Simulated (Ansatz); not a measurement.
Consider the ligand exchange at the Si–C bond: `C=C[SiH2]Br` + H₂Se → `[SeH][SiH2]Br` + `C=C`.

Calculated with Ansatz (gas phase, PBE0-D4/def2-TZVP geometries, no zero-point term in ΔE). CCSD(T)/CBS is the MP2 limit (def2-TZVPP, def2-QZVPP) plus CCSD(T) − MP2 in def2-TZVPP, frozen cores. This one scheme is used for every species. DFT in def2-TZVPP. B3LYP here is the variant with VWN-RPA as its local correlation; programs differ in this. For Br, Se outer-core shells are correlated without core-valence functions, which leaves a few kJ/mol of doubt a bond. Scalar relativity is left out up to krypton. One conformer a species, not always the lowest.

Is it downhill or uphill in electronic energy at CCSD(T)/CBS, and by how much? (An estimate is asked.)

Ansatz gave: Downhill: ΔE = -13.8 kcal/mol.

What do these levels give: PBE-D4, B3LYP-D4, r2SCAN0-D4, PBE, MP2/def2-TZVPP, MP2/def2-QZVPP? (Best estimate.)

The calculation gave: PBE-D4 -14.0, B3LYP-D4 -13.2, r2SCAN0-D4 -14.0, PBE -14.1, MP2/def2-TZVPP -13.5, MP2/def2-QZVPP -14.1 kcal/mol.

Largest T1 diagnostic among the species: 0.011.

Leaving LDA and LC-ωPBE aside and taking each functional with its dispersion term where it has one, the values, not all of them listed here, spread over 1.6 kcal/mol, from HSE06-D4 to CAM-B3LYP-D4. LDA lies +1.1 kcal/mol from PBE without D4. At CCSD(T), def2-SVP lies +2.2 kcal/mol from the extrapolated value and def2-TZVPP +1.2 kcal/mol.
